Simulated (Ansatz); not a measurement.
Basis-set extrapolation for `FC[SiH]1C[SiH2]1` (PBE0-D4/def2-TZVP geometry, frozen core, Ansatz). Multiplicity 1, RHF reference.

```
                      def2-TZVPP   def2-QZVPP
                 HF  -757.135544  -757.161118
    MP2 correlation    -0.837839    -0.901536
CCSD(T) correlation    -0.926591      not run
```

Energies in hartree. Use E(X) = E(∞) + A·exp(−7.88·√X) for Hartree–Fock and E(X) = E(∞) + B·X^(−2.97) for correlation, with X = 3 and 4, and add CCSD(T) minus MP2 of the smaller set to the MP2 limit.

Question: What is the CCSD(T) energy at the basis-set limit?

Answer: HF limit: -757.161118 + (-0.025574) × 0.13774 = -757.16464. MP2 limit: -0.901536 + (-0.063697) × 0.74074 = -0.94872. Higher-order term: -0.926591 − (-0.837839) = -0.08875. Total: -758.20211 hartree, 87.8 kcal/mol below CCSD(T)/def2-TZVPP.
